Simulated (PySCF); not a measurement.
Job file and geometry (Å, from GFN2-xTB) of an NMR shielding run on SMILES CS(=O)(=O)C1CCNCC1, C6H13NO2S, GIAO PBE0/pcSseg-1 NMR shielding, non-relativistic, gas phase in PySCF; density fitting, a coarse starting grid and PySCF grid level 2 are the driver's defaults:

```
{"job": {"kind": "nmr", "xc": "PBE0", "basis": "pcSseg-1"}, "charge": 0, "multiplicity": 1}
C      2.799713    -0.351332     0.887583
S      1.354242     0.733249     0.633057
O      0.605316     0.733011     1.862199
O      1.843738     2.003364     0.167308
C      0.442541    -0.044737    -0.762403
C     -0.549011     0.967425    -1.311401
C     -1.735943     1.123064    -0.363018
N     -2.352006    -0.179465    -0.166140
C     -1.447056    -1.078165     0.532500
C     -0.231321    -1.342012    -0.356858
H      3.445488     0.155746     1.593670
H      2.462110    -1.292619     1.299879
H      3.307459    -0.485126    -0.058304
H      1.244359    -0.218870    -1.482454
H     -0.043495     1.925774    -1.435446
H     -0.910723     0.624507    -2.283522
H     -1.382805     1.566857     0.581117
H     -2.476151     1.791223    -0.809605
H     -3.208385    -0.076650     0.368618
H     -1.971308    -2.018587     0.720894
H     -1.106277    -0.663821     1.492354
H     -0.568065    -1.852409    -1.262869
H      0.472829    -1.993443     0.162919
```

Question: What does the program print?

Answer: 
```
coarse grid: 19440 points
cycle   1  E = -838.7458698146  dE =  2.060e+00  |g| = 1.164e+00  |ddm| = 4.437e+00
cycle   2  E = -838.1373064136  dE =  6.086e-01  |g| = 2.158e+00  |ddm| = 2.956e+00
cycle   3  E = -838.9901035782  dE = -8.528e-01  |g| = 2.030e-01  |ddm| = 2.166e+00
cycle   4  E = -838.9985568636  dE = -8.453e-03  |g| = 8.597e-02  |ddm| = 2.605e-01
cycle   5  E = -839.0002125887  dE = -1.656e-03  |g| = 1.873e-02  |ddm| = 8.260e-02
cycle   6  E = -839.0002826274  dE = -7.004e-05  |g| = 6.149e-03  |ddm| = 2.226e-02
cycle   7  E = -839.0002899462  dE = -7.319e-06  |g| = 2.045e-03  |ddm| = 6.444e-03
final grid: 182240 points
cycle   8  E = -839.0830536462  dE = -6.024e-05  |g| = 1.407e-02  |ddm| = 4.487e-02
cycle   9  E = -839.0829961530  dE =  5.749e-05  |g| = 2.183e-02  |ddm| = 3.160e-02
cycle  10  E = -839.0830962143  dE = -1.001e-04  |g| = 2.986e-03  |ddm| = 2.070e-02
cycle  11  E = -839.0830978827  dE = -1.668e-06  |g| = 4.000e-04  |ddm| = 2.606e-03
cycle  12  E = -839.0830979069  dE = -2.424e-08  |g| = 2.222e-04  |ddm| = 5.511e-04
cycle  13  E = -839.0830979151  dE = -8.223e-09  |g| = 7.587e-05  |ddm| = 2.265e-04
cycle  14  E = -839.0830979161  dE = -1.016e-09  |g| = 1.789e-05  |ddm| = 7.384e-05
cycle  15  E = -839.0830979162  dE = -7.026e-11  |g| = 3.355e-06  |ddm| = 1.756e-05
converged SCF energy = -839.0830979162

GIAO shielding tensors (ppm)
atom      isotropic    diamagn.    paramagn.     s11        s22        s33       span
  0 C      140.888     255.343    -114.455    110.177    122.667    189.819     79.642
  1 S      192.496    1052.754    -860.258     48.323    192.129    337.035    288.711
  2 O      102.898     403.575    -300.677     34.603     98.206    175.886    141.283
  3 O      121.850     399.896    -278.046     51.558     93.765    220.228    168.670
  4 C      121.541     259.326    -137.785    100.136    103.540    160.948     60.812
  5 C      160.154     247.162     -87.008    148.458    160.422    171.581     23.124
  6 C      140.829     248.566    -107.737    123.053    136.883    162.551     39.497
  7 N      212.882     318.747    -105.865    193.193    199.305    246.147     52.954
  8 C      143.259     248.133    -104.874    123.787    137.007    168.982     45.195
  9 C      157.543     248.322     -90.779    148.846    158.970    164.814     15.968
 10 H       28.837      26.847       1.990     26.192     26.456     33.862      7.669
 11 H       28.909      31.271      -2.362     24.906     28.561     33.261      8.355
 12 H       29.576      30.367      -0.791     26.244     27.481     35.003      8.759
 13 H       29.121      35.204      -6.083     26.738     27.721     32.906      6.168
 14 H       29.041      31.704      -2.664     24.021     28.781     34.320     10.299
 15 H       29.940      30.741      -0.801     25.488     27.385     36.946     11.458
 16 H       28.153      31.640      -3.487     24.247     28.315     31.897      7.651
 17 H       28.978      29.291      -0.313     24.019     27.263     35.654     11.635
 18 H       30.770      31.021      -0.250     22.059     28.460     41.792     19.732
 19 H       29.093      29.868      -0.774     24.180     27.459     35.640     11.460
 20 H       27.357      31.883      -4.526     22.698     27.637     31.735      9.037
 21 H       29.681      31.178      -1.497     25.658     27.113     36.273     10.614
 22 H       30.048      32.954      -2.906     25.511     29.277     35.356      9.844
```

Question: Turn these shieldings into chemical shifts. Scale: ¹³C (σref 186.93) and ¹H (σref 31.72) vs TMS; CS2 for ³³S (σref 503.73); ¹⁷O (σref 336.08) against H2O; NH3 for ¹⁵N (σref 267.73) (reference shieldings calculated alike).

Answer: Averaging equivalent atoms: C 4: 65.4; C 0: 46.0; C 6/8: 44.9; C 5/9: 28.1; S 1: 311; O 2/3: 223.7; N 7: 54.8; H 16/20: 3.96; H 17/19: 2.68; H 10/11/12: 2.61; H 13: 2.60; H 14/22: 2.17; H 15/21: 1.91; H 18: 0.95 ppm. Experimental scales use liquid or dissolved standards, which lie at an offset from isolated NH3 (liquid NH3: subtract about 20 ppm) and H2O (liquid H2O: subtract about 36 ppm).

Size and cost of the density-fitted run: 242 basis functions, 63 s wall time on 1 thread of an Arm Neoverse V1, shared host.
